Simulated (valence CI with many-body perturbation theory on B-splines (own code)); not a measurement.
Co14+: electric-dipole lines

Calculated by relativistic CI+MBPT: three valence electrons over a frozen Dirac-Fock core [Ne], a basis of 11 s, 11 p, 9 d, 7 f, 5 g, 2 h, 1 i functions for each j, with the one-electron correlation potential Σ1, the two-electron term Σ2, the three-electron term Σ3, Breit, model QED; selected CI, second order for the rest (own B-spline code, finite nucleus).

No measured levels were compared; by estimate levels of excited configurations hold to 0.05 to 0.15 % of their energy, terms of the ground configuration to about 0.5 %.

Lines 101 to 150 of 264 in falling wavelength, among levels below 148.79 eV, chosen from the strongest by gf and those to the six lowest levels. Wavelengths and rates use the calculated energies, so an error of 300 cm⁻¹ moves a line at 26.61 nm by 0.08 % and its rate by three times that or more. Electric multipoles are in the length gauge, E1 and E2 with the static RPA response of the core. Weak lines are less certain than strong ones. Lines between different terms over intervals too small for the method are left out, as are lines whose strength nearly cancels. Where a level lies close to another of its J and parity, the split of strength between their lines is uncertain. The highest levels of a list are the least certain.

Names give the largest LS component (configuration and term), which can be under half, so a name can repeat, a term be missing and a line seem to break the LS rules; names also repeat where a configuration has a term twice. Letters in brackets count levels of one name in rising energy.

| λ vac (nm) | Upper | Lower | A (s⁻¹) | S (a.u.) with core polarisation | S without |
| --- | --- | --- | --- | --- | --- |
| 26.61 | 3p²3d ⁴D_5/2 | 3s3p3d ⁴F°_5/2 | 4.70e+09 | 2.62e-01 | 2.72e-01 |
| 26.55 | 3p²3d ⁴P_1/2 | 3s3p3d ⁴D°_1/2 | 7.12e+09 | 1.31e-01 | 1.36e-01 |
| 26.52 | 3p³ ²D°_3/2 | 3s3p² ⁴P_1/2 | 4.70e+08 | 1.73e-02 | 1.79e-02 |
| 26.48 | 3p²3d ⁴D_7/2 | 3s3p3d ⁴F°_7/2 | 3.07e+09 | 2.25e-01 | 2.33e-01 |
| 26.45 | 3p²3d ²F_5/2 [b] | 3s3p3d ²F°_5/2 [a] | 8.92e+09 | 4.89e-01 | 5.06e-01 |
| 26.33 | 3p²3d ⁴P_3/2 | 3s3p3d ⁴D°_3/2 | 3.41e+09 | 1.23e-01 | 1.27e-01 |
| 26.31 | 3p²3d ⁴D_3/2 | 3s3p3d ⁴F°_3/2 | 3.48e+09 | 1.25e-01 | 1.30e-01 |
| 26.22 | 3p²3d ²D_5/2 | 3s3p3d ²F°_5/2 [a] | 1.60e+09 | 8.53e-02 | 8.83e-02 |
| 26.21 | 3p³ ⁴S°_3/2 | 3s3p² ⁴P_3/2 | 1.26e+10 | 4.48e-01 | 4.64e-01 |
| 26.15 | 3p²3d ⁴P_5/2 [b] | 3s3p3d ⁴P°_5/2 | 1.87e+09 | 9.88e-02 | 1.03e-01 |
| 26.05 | 3p²3d ²D_3/2 [b] | 3s3p3d ²D°_5/2 [a] | 3.67e+09 | 1.28e-01 | 1.33e-01 |
| 25.95 | 3p²3d ²G_9/2 | 3s3p3d ⁴F°_9/2 | 1.31e+09 | 1.13e-01 | 1.17e-01 |
| 25.57 | 3s3p² ²S_1/2 | 3s²3p ²P°_1/2 | 2.16e+10 | 3.56e-01 | 3.69e-01 |
| 25.56 | 3s3p3d ²D°_3/2 [b] | 3s²3d ²D_5/2 | 1.81e+10 | 5.99e-01 | 6.20e-01 |
| 25.56 | 3p³ ⁴S°_3/2 | 3s3p² ⁴P_1/2 | 6.64e+09 | 2.19e-01 | 2.27e-01 |
| 25.50 | 3s3p3d ²P°_1/2 [b] | 3s²3d ²D_3/2 | 3.02e+10 | 4.94e-01 | 5.12e-01 |
| 25.40 | 3s3p3d ²D°_3/2 [b] | 3s²3d ²D_3/2 | 5.48e+09 | 1.77e-01 | 1.84e-01 |
| 25.34 | 3s3p3d ²P°_3/2 [b] | 3s²3d ²D_5/2 | 1.21e+10 | 3.88e-01 | 4.02e-01 |
| 25.32 | 3s3p² ²P_1/2 | 3s²3p ²P°_3/2 | 2.36e+10 | 3.78e-01 | 3.92e-01 |
| 25.31 | 3s3p3d ²D°_5/2 [b] | 3s²3d ²D_5/2 | 2.11e+10 | 1.01e+00 | 1.05e+00 |
| 25.18 | 3s3p3d ²P°_3/2 [b] | 3s²3d ²D_3/2 | 1.77e+10 | 5.58e-01 | 5.78e-01 |
| 25.15 | 3p²3d ²P_3/2 [b] | 3s3p3d ²D°_3/2 [a] | 4.94e+09 | 1.55e-01 | 1.60e-01 |
| 24.76 | 3s3p² ²P_3/2 | 3s²3p ²P°_3/2 | 3.59e+10 | 1.08e+00 | 1.12e+00 |
| 24.68 | 3p²3d ²F_5/2 [b] | 3s3p3d ²D°_5/2 [a] | 2.75e+09 | 1.22e-01 | 1.27e-01 |
| 24.63 | 3p²3d ²F_5/2 [b] | 3s3p3d ²D°_3/2 [a] | 3.97e+09 | 1.76e-01 | 1.82e-01 |
| 24.49 | 3p²3d ²D_5/2 | 3s3p3d ²D°_5/2 [a] | 1.98e+09 | 8.63e-02 | 8.93e-02 |
| 24.44 | 3p²3d ²D_5/2 | 3s3p3d ²D°_3/2 [a] | 7.81e+09 | 3.38e-01 | 3.49e-01 |
| 24.34 | 3p²3d ²F_5/2 [a] | 3p³ ²D°_3/2 | 2.20e+09 | 9.39e-02 | 9.72e-02 |
| 24.17 | 3p²3d ²F_7/2 [a] | 3p³ ²D°_5/2 | 3.48e+09 | 1.94e-01 | 2.01e-01 |
| 24.16 | 3p²3d ²F_7/2 [b] | 3s3p3d ²D°_5/2 [a] | 1.28e+10 | 7.11e-01 | 7.35e-01 |
| 24.04 | 3s3p3d ⁴P°_5/2 | 3s3p² ²D_3/2 | 6.04e+07 | 2.48e-03 | 2.58e-03 |
| 23.92 | 3s3p² ²P_1/2 | 3s²3p ²P°_1/2 | 1.23e+10 | 1.66e-01 | 1.72e-01 |
| 23.89 | 3s3p3d ⁴D°_3/2 | 3s3p² ²D_3/2 | 6.74e+08 | 1.81e-02 | 1.88e-02 |
| 23.57 | 3s3p3d ⁴F°_3/2 | 3s3p² ⁴P_5/2 | 9.47e+05 | 2.45e-05 | 2.50e-05 |
| 23.49 | 3p²3d ⁴P_5/2 [b] | 3p³ ²P°_3/2 | 6.45e+09 | 2.47e-01 | 2.56e-01 |
| 23.42 | 3s3p² ²P_3/2 | 3s²3p ²P°_1/2 | 8.40e+09 | 2.13e-01 | 2.21e-01 |
| 23.30 | 3s3p3d ⁴F°_5/2 | 3s3p² ⁴P_5/2 | 1.27e+08 | 4.75e-03 | 4.91e-03 |
| 23.27 | 3p²3d ²P_3/2 [a] | 3p³ ²D°_5/2 | 1.31e+10 | 3.25e-01 | 3.36e-01 |
| 23.14 | 3p³ ²P°_3/2 | 3s3p² ⁴P_5/2 | 2.51e+08 | 6.13e-03 | 6.37e-03 |
| 23.12 | 3s3p3d ⁴P°_1/2 | 3s3p² ²D_3/2 | 5.62e+07 | 6.86e-04 | 7.08e-04 |
| 23.11 | 3s3p3d ⁴D°_5/2 | 3s3p² ²D_3/2 | 1.48e+08 | 5.41e-03 | 5.60e-03 |
| 23.10 | 3s3p3d ⁴P°_3/2 | 3s3p² ²D_3/2 | 1.16e+08 | 2.82e-03 | 2.93e-03 |
| 22.99 | 3p²3d ²P_3/2 [a] | 3p³ ²D°_3/2 | 3.22e+09 | 7.72e-02 | 7.99e-02 |
| 22.95 | 3s3p3d ⁴F°_3/2 | 3s3p² ⁴P_3/2 | 1.52e+08 | 3.63e-03 | 3.76e-03 |
| 22.92 | 3s3p3d ²P°_3/2 [a] | 3s3p² ²P_3/2 | 1.01e+10 | 2.41e-01 | 2.50e-01 |
| 22.91 | 3s3p3d ⁴F°_7/2 | 3s3p² ⁴P_5/2 | 4.24e+08 | 2.01e-02 | 2.08e-02 |
| 22.79 | 3p³ ²P°_1/2 | 3s3p² ⁴P_3/2 | 3.40e+07 | 3.98e-04 | 4.12e-04 |
| 22.69 | 3s3p3d ⁴F°_5/2 | 3s3p² ⁴P_3/2 | 2.24e+08 | 7.75e-03 | 8.00e-03 |
| 22.57 | 3p²3d ⁴D_3/2 | 3p³ ²D°_5/2 | 2.93e+09 | 6.65e-02 | 6.89e-02 |
| 22.54 | 3p³ ²P°_3/2 | 3s3p² ⁴P_3/2 | 5.93e+08 | 1.34e-02 | 1.39e-02 |
